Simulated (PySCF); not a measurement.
C₆H₁₁O₃, SMILES [CH2]C(=O)OC(C)COC, doublet, GFN2-xTB optimised geometry.

```
20

C     -3.53     1.13     1.80
C     -2.11     1.26     1.80
O     -1.49     2.22     2.21
O     -1.52     0.17     1.25
C     -0.09     0.15     1.24
C      0.43     0.86     0.00
C      0.34    -1.31     1.30
O      0.14    -1.79     2.60
C      0.46    -3.15     2.74
H     -4.00     0.26     1.39
H     -4.12     1.93     2.21
H      0.26     0.67     2.15
H      0.07     0.37    -0.90
H      0.08     1.89     0.00
H      1.52     0.86     0.00
H     -0.26    -1.89     0.58
H      1.40    -1.39     1.02
H      0.28    -3.41     3.78
H      1.51    -3.34     2.50
H     -0.17    -3.78     2.09
```

Density from unrestricted CAM-B3LYP/def2-SVP run with PySCF 2.14.0 at that geometry.

Minimum of the electron density along straight lines between bonded atoms, close to the bond critical point (lines longer than 1.1 times the sum of covalent radii, or with two minima, are not listed):

```csv
bond,length / Å,ρ at the minimum / e bohr⁻³,∇²ρ there / e bohr⁻⁵,position (fraction from the first atom)
C1–C2,1.426,0.301,?,0.49
C2–O3,1.220,0.408,?,0.33
C2–O4,1.353,0.297,-0.47,0.34
O4–C5,1.425,0.244,?,0.66
C5–C6,1.527,0.250,-0.59,0.51
C5–C7,1.527,0.257,-0.64,0.50
C7–O8,1.406,0.265,-0.50,0.35
O8–C9,1.404,0.264,-0.45,0.66
C1–H10,1.073,0.287,-1.15,0.65
C1–H11,1.074,0.287,-1.15,0.65
C5–H12,1.098,0.285,-1.12,0.65
C6–H13,1.088,0.277,-1.02,0.63
C6–H14,1.087,0.279,-1.05,0.64
C6–H15,1.086,0.277,-1.03,0.63
C7–H16,1.101,0.278,-1.04,0.63
C7–H17,1.101,0.277,-1.03,0.63
C9–H18,1.088,0.285,-1.12,0.64
C9–H19,1.098,0.278,-1.04,0.63
C9–H20,1.097,0.278,-1.05,0.63
```

Problem. Complete the blanks.

Solution. 
- C1–C2, ∇²ρ there / e bohr⁻⁵: -0.81
- C2–O3, ∇²ρ there / e bohr⁻⁵: 0.07
- O4–C5, ∇²ρ there / e bohr⁻⁵: -0.32
